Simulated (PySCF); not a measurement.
**Computed structure and properties of [Ho(SH)4]−**

System: [Ho(SH)4]− (singlet in the valence; each metal's 4f electrons, 10 of them, lie in its core potential, out of spins and levels); start: displaced along the imaginary mode (S4). Method: PySCF 2.14.0, RKS PBE0, Ho lcecp-1-SVP with ECP56, S def2-SVP, H def2-SVP; non-relativistic Hamiltonian with scalar-relativistic core potentials where named; density fitting; no spin-orbit coupling.

Input of the relaxation:

```python
mol = gto.M(atom='''
Ho     0.00000    -0.00000    -0.00007
S      1.51557     1.65569     1.38981
H      2.33612     0.62050     1.77727
S     -1.51557    -1.65569     1.38981
H     -2.33612    -0.62050     1.77727
S      1.65561    -1.51579    -1.38978
H      0.62183    -2.33878    -1.77229
S     -1.65561     1.51579    -1.38978
H     -0.62183     2.33878    -1.77229''',
    basis={'Ho': 'lcecp-1-SVP', 'S': 'def2-SVP', 'H': 'def2-SVP'},
    ecp={'Ho': 'lcecp-1-SVP'},
    charge=-1, spin=0)
mf = dft.RKS(mol, xc='PBE0')
mf.grids.atom_grid = (50, 194)  # f atoms: unpruned, at least (60, 302)
mf = mf.density_fit()  # fitting sets: Ho AutoAux, S def2-universal-JKFIT, H def2-universal-JKFIT
mf.conv_tol = 1e-08; mf.max_cycle = 55
mf.kernel(dm0)  # dm0: converged density of the start geometry
# quasi-Newton relaxation in Cartesian coordinates to a largest gradient under 0.00045 Eh/bohr, steps kept in the point group
```

Run from Python with OMP_NUM_THREADS=2; the lines above give its settings. Where DIIS fails, smearing, a level shift and second-order steps follow.
It took 2.6 min on 2 threads of Arm Neoverse V2, on a shared host, from the converged density of the start.

Course of the relaxation:

| step | energy above end (eV) | largest force component within the symmetry (eV/Å) |
| --- | --- | --- |
| 0 | 0.0614 | 0.397 |
| 1 | 0.0382 | 0.059 |
| 2 | 0.0370 | 0.014 |
| 3 | 0.0357 | 0.046 |
| 4 | 0.0239 | 0.021 |
| 5 | 0.0204 | 0.090 |
| 6 | 0.0173 | 0.134 |
| 7 | 0.0127 | 0.132 |
| 15 | 0.0008 | 0.025 |
| 16 | 0.0006 | 0.013 |
| 17 | 0.0003 | 0.010 |
| 18 | 0.0001 | 0.009 |
| 19 | 0.0000 | 0.007 |
| 20 | 0.0000 | 0.004 |
(The steps between are left out.)

Relaxed geometry (S4):

```xyz
9

Ho    0.0000    0.0000    0.0019
S     1.4442    1.5726    1.5525
H     1.8124    0.4897    2.2787
S    -1.4442   -1.5726    1.5525
H    -1.8124   -0.4897    2.2787
S     1.5706   -1.4453   -1.5494
H     0.4874   -1.8087   -2.2777
S    -1.5706    1.4453   -1.5494
H    -0.4874    1.8087   -2.2777
```

| contact | Å |
| --- | --- |
| Ho1–S2 (SH) | 2.639 |
| Ho1–S4 (SH) | 2.639 |
| Ho1–S6 (SH) | 2.639 |
| Ho1–S8 (SH) | 2.639 |

On the finer grid (75, 302):

| Item | Value |
| --- | --- |
| HOMO | -3.06 eV |
| LUMO | 3.08 eV |
| Dipole about the centre of mass | 0.00 D |
| Set of Mulliken populations of Ho1 outside the core potential | s 2.43, p 6.51, d 1.47, f 0.03 |
| D3(BJ) dispersion energy (not in the energies) | -0.284 eV |

```csv
atom,Mulliken (e),Löwdin (e),spin (e)
Ho1,0.56,-0.58,0.00
S2,-0.47,-0.11,0.00
H3,0.08,0.00,0.00
S4,-0.47,-0.11,0.00
H5,0.08,0.00,0.00
S6,-0.47,-0.11,0.00
H7,0.08,0.00,0.00
S8,-0.47,-0.11,0.00
H9,0.08,0.00,0.00
```

The 4f levels lie in the core potential and are missing. Their spin isn't counted.

No frequency check is given for this geometry.

Taking off one SH (charge -1, singlet; the rest: singlet) in vacuum, both parts rigid, costs 4.65 eV; the small basis without counterpoise inflates it.

Rigid scan of SH along the line from its metal:

distance to S2 (Å), energy (eV) and a bar:
```
     2.34      0.504 #######
     2.44      0.196 ###
     2.54      0.043 #
     2.64      0.000 
     2.74      0.034 
     2.84      0.121 ##
     3.04      0.390 #####
     3.34      0.883 ############
     3.74      1.526 #####################
     4.24      2.190 ##############################
```

One start shape was tried, so this needn't be the lowest isomer.

An lcecp potential fixes the number of 4f electrons, so in runs with it no electron can move into or out of that shell.
